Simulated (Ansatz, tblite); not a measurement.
Spin states of Ge2O2⁺ (the lowest doublet isomer of a short search), each relaxed with PBE-D4/def2-SVP in Ansatz. Electronic energies in the gas phase.

The xTB rows come from tblite. LC-ωPBE has ω = 0.4 bohr⁻¹. Correlated methods freeze 20 core orbitals; core or outer-core shells of Ge are correlated, in sets that lack core-valence functions. The rows differ in basis, and correlated rows in double-zeta sets carry the largest basis error. In CCSD on the charge 1 quartet the largest single amplitude is 0.18, so its Hartree–Fock determinant may place the open shell otherwise than the density functionals do. The structure comes from a short search, and lower isomers may exist.

Doublet geometry (D2h within 0.1 Å):

Cartesian coordinates in Å:
```
Ge -0.4827 -1.2367 -0.8031
Ge 0.4816 1.2373 0.8030
O -0.1516 -0.5483 0.9357
O 0.1527 0.5478 -0.9356
```

Quartet geometry (D2h within 0.1 Å):

Cartesian coordinates in Å:
```
Ge -1.141 1.016 0.033
Ge 1.141 -1.016 -0.033
O -0.502 -0.590 0.801
O 0.502 0.590 -0.801
```

⟨S²⟩: doublet 0.76 at PBE0-D4/def2-TZVP (pure 0.75), quartet 3.77 at PBE0-D4/def2-TZVP (pure 3.75).

Only these spin states were relaxed.

| level | quartet − doublet (kcal/mol) | lowest of these |
| --- | --- | --- |
| GFN1-xTB | 77.1 | doublet |
| BLYP-D4/def2-TZVP | 74.3 | doublet |
| LC-ωPBE/def2-TZVP | 80.8 | doublet |
| B2PLYP/def2-TZVP | 84.3 | doublet |
| MP2/def2-SVP | 83.2 | doublet |
| CCSD(T)/def2-SVP | 79.6 | doublet |

Q: Estimate the rows for HF/STO-3G, HF/def2-SVP, PBE-D4/def2-TZVP, r2SCAN-D4/def2-TZVP, PBE0-D4/def2-TZVP, RPA@PBE/def2-TZVP.

A: 
```csv
level,quartet − doublet (kcal/mol),lowest of these,remarks
HF/STO-3G,46.3,doublet,spin-contaminated (⟨S²⟩ 0.85) (doublet)
HF/def2-SVP,64.1,doublet,–
PBE-D4/def2-TZVP,72.1,doublet,–
r2SCAN-D4/def2-TZVP,72.3,doublet,–
PBE0-D4/def2-TZVP,78.2,doublet,–
RPA@PBE/def2-TZVP,75.3,doublet,–
```

The xTB methods have no spin-polarisation term.
